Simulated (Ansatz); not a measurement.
Ansatz (an electronic-structure program) input (CCSD(T)/def2-TZVPPD):
A basis named .json is the Basis Set Exchange file of that set.

Ansatz 0.2 input:
```yaml
crystal:
  periodic: [false, false, false]
  atoms:
    - {symbol: S, position_ang: [-0.05714061, -0.00577212, -0.46752045]}
    - {symbol: O, position_ang: [-0.03762095, -0.03658929, 1.03750798]}
    - {symbol: H, position_ang: [1.21521742, 0.38506813, -0.81973662]}
basis:
  gaussian:
    orbitals: def2-TZVPPD.json
magnetization: {spin_polarized: true, initial_magnetization: 1}
correlation: {method: ccsd_t, electrons: outside_noble_gas}
```

Output:

```
Functional definition: HF
integrals: 0.22 GiB planned
638 factors; integrals over basis functions are off by at most 1.0e-3 eV
mean field: 0.22 GiB planned
mean field evaluation 1: about -12867.4372 eV, gradient 2.5e1 eV
mean field evaluation 2: about -12867.4391 eV, gradient 2.5e1 eV
mean field evaluation 4: about -12870.1467 eV, gradient 2.6e0 eV
mean field evaluation 8: about -12870.3041 eV, gradient 4.1e-1 eV
mean field evaluation 16: about -12868.3783 eV, gradient 2.3e1 eV
mean field evaluation 32: about -12868.7344 eV, gradient 1.7e-1 eV
mean field -12870.31751778 eV, -472.9754449637 hartree, gradient 9.0e-6 eV, S^2 0.785853; 1 other end points of the search recorded, 0 dependent functions left out
determinant -12870.31751778 eV, -472.9754449637 hartree, with singles and doubles -12881.71472392 eV, -473.3942845643 hartree
determinant -12868.73573774 eV, -472.9173156194 hartree, with singles and doubles -12879.64895641 eV, -473.3183690085 hartree
6 core orbitals not correlated
reference -12870.31751778 eV, -472.9754449637 hartree; 7, 6 occupied and 95, 96 virtual orbitals, 638 factors
second order -10.68649849 eV of doubles, -0.00000000 eV of singles
coupled cluster: 0.56 GiB planned
cycle   1  -11.32462898 eV  change   -9.3e-1 eV  update   2.3e-2
cycle   2  -11.35644582 eV  change   -3.2e-2 eV  update   6.0e-3
cycle   3  -11.35800061 eV  change   -1.6e-3 eV  update   3.5e-3
cycle   4  -11.36055677 eV  change   -2.6e-3 eV  update   1.7e-3
cycle   5  -11.36210506 eV  change   -1.5e-3 eV  update   8.7e-4
cycle   6  -11.36308213 eV  change   -9.8e-4 eV  update   4.1e-4
cycle   7  -11.36332488 eV  change   -2.4e-4 eV  update   1.4e-4
cycle   8  -11.36337186 eV  change   -4.7e-5 eV  update   4.4e-5
cycle   9  -11.36336689 eV  change    5.0e-6 eV  update   1.5e-5
perturbative correction -0.50205676 eV, -0.0184502455 hartree
Total energy: -12882.18294143 eV, -473.4114912402 hartree
```

It need not be the lowest isomer of its formula.
